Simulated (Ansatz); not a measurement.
Geometry optimisation, RKS B3LYP/def2-SVP (Ansatz 0.2.0).

Input:

```yaml
crystal:
  periodic: [false, false, false]
  atoms:
    - { symbol: Ge, position_ang: [0.533488, -0.381515, -0.150889] }
    - { symbol: F, position_ang: [-0.379992, -0.213949, 2.587297] }
    - { symbol: Cl, position_ang: [1.458953, -0.049844, -2.081903] }
    - { symbol: H, position_ang: [-0.034116, 0.946576, 0.338049] }
    - { symbol: O, position_ang: [-0.771155, -1.711364, -0.402353] }
    - { symbol: H, position_ang: [-1.346106, -1.782969, -1.175084] }
    - { symbol: O, position_ang: [1.361409, -1.540224, 0.873335] }
    - { symbol: Al, position_ang: [0.325255, -3.027845, 0.626931] }
    - { symbol: H, position_ang: [0.863727, -4.10355, -0.408456] }
    - { symbol: H, position_ang: [-0.451923, -3.452054, 1.944895] }
    - { symbol: H, position_ang: [0.316661, -0.818561, 2.687478] }
basis:
  gaussian: { orbitals: def2-SVP }
hamiltonian:
  xc: b3lyp
relax:
  f_tol: 0.03
  max_steps: 50
```

Run as:

```bash
$ ansatz run input.yaml --threads 4 --pin off --max-ram 5120MiB --backend cpu --events-out ev --progress --plain --runs-dir out
```

Question: Where does it end, and by what steps?

Answer: It converged. The force dipped under the threshold on the way, but the program's further checks kept it going. After 10 steps the energy has fallen by 0.149 eV; F2 moved furthest, 0.63 Å.

| step | energy less start (eV) | largest force component (eV/Å) | accepted |
| --- | --- | --- | --- |
| 0 | 0.0000 | 0.373 | yes |
| 1 | -0.0086 | 1.850 | yes |
| 2 | -0.0992 | 0.444 | yes |
| 3 | -0.1265 | 0.288 | yes |
| 4 | -0.1397 | 0.099 | yes |
| 5 | -0.1444 | 0.061 | yes |
| 6 | -0.1465 | 0.055 | yes |
| 7 | -0.1479 | 0.117 | yes |
| 8 | -0.1487 | 0.060 | yes |
| 9 | -0.1491 | 0.020 | yes |
| 10 | -0.1493 | 0.013 | yes |

```xyz
11
Properties=species:S:1:pos:R:3
Ge 0.375 -0.380 -0.135
F 0.137 -0.137 2.931
Cl 1.534 0.015 -1.906
H -0.361 0.875 0.313
O -0.798 -1.780 -0.552
H -1.162 -1.928 -1.437
O 1.110 -1.478 1.006
Al 0.195 -3.038 0.657
H 0.926 -4.064 -0.303
H -0.756 -3.482 1.837
H 0.676 -0.737 2.429
```

Run time: 37 s on 4 threads of Arm Neoverse V2, with other jobs on the host, peak memory 0.38 GiB.
